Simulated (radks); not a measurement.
Results of a calculation; reference values are marked as such.
Question: The neodymium ion Nd3+, configuration [Xe] 4f3. Level of theory: scalar-relativistic Kohn-Sham, PBEsol, spin-unpolarised, spherical densities, point nucleus (a radial shooting solver on a logarithmic mesh with Libxc functionals). Some entries of the table are withheld. Estimate them.

| orbital | occ. | eigenvalue (eV) | <1/r> (bohr^-1) | r(max) (bohr) |
|---|---|---|---|---|
| 1s | 2 | -43414.75 | 66.03 | (1) |
| 2s | 2 | -7048.192 | 15.25 | (2) |
| 2p | 6 | -6304.532 | 14.38 | 0.06893 |
| 3s | 2 | (3) | 5.559 | 0.2439 |
| 3p | 6 | -1319.248 | 5.254 | 0.2388 |
| 3d | 10 | -993.7774 | 4.986 | 0.1961 |
| 4s | 2 | -333.4530 | (4) | 0.5648 |
| 4p | 6 | -256.4912 | 2.149 | 0.5894 |
| 4d | 10 | -147.0629 | 1.883 | 0.6173 |
| 5s | 2 | -67.4937 | 0.9231 | 1.303 |
| 5p | 6 | -48.0760 | 0.7947 | 1.463 |
| 4f | 3 | -30.8334 | (5) | 0.6503 |
| 5d | 0 | -24.0784 | 0.5667 | 1.918 |
| 6s | 0 | -21.1594 | 0.3927 | 3.056 |

Answer: 
(1) 1s r(max) (bohr): 0.01510
(2) 2s r(max) (bohr): 0.08552
(3) 3s eigenvalue (eV): -1553.731
(4) 4s <1/r> (bohr^-1): 2.332
(5) 4f <1/r> (bohr^-1): 1.340
